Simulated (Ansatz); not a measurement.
Frontier orbitals of C$_{2}$H$_{5}$FO$_{2}$Si, SMILES `C=C(F)[SiH](O)O`.

```
atom   x (Å)   y (Å)   z (Å)
  C1   1.527  -1.045  -0.293
  C2   0.347  -0.568  -0.653
  F3  -0.019  -0.634  -1.964
 Si4  -0.944   0.242   0.448
  O5  -0.261   0.762   1.836
  O6  -1.579   1.489  -0.404
  H7   2.210  -1.491  -1.008
  H8   1.819  -0.995   0.748
  H9  -1.984  -0.719   0.867
 H10   0.355   1.494   1.780
 H11  -1.471   1.466  -1.357
```

The species carries charge 0 and has multiplicity 1. The structure was optimised at the PBE0-D4/def2-TZVP level. It is one conformer, not always the lowest. Basis def2-TZVPP, the Gaussian-basis code of Ansatz.

Orbital energies of one run (eV). Highest occupied ones, from the top: -6.53, -7.09, -7.90, -8.29, -8.66, -9.37, -9.58, -10.17, -11.05, -11.81, -12.47, -12.87, -14.14, -14.91. Empty: -1.37, -0.17, -0.07, 1.11, 1.47, 1.84.

(1) Which functional gave them?
A. BLYP
B. B97M-V
C. r2SCANh
D. ωB97M-V

Results:

(1) A. HOMO energies: BLYP -6.53, ωB97M-V -10.20, B97M-V -6.97, r2SCANh -7.40 eV.
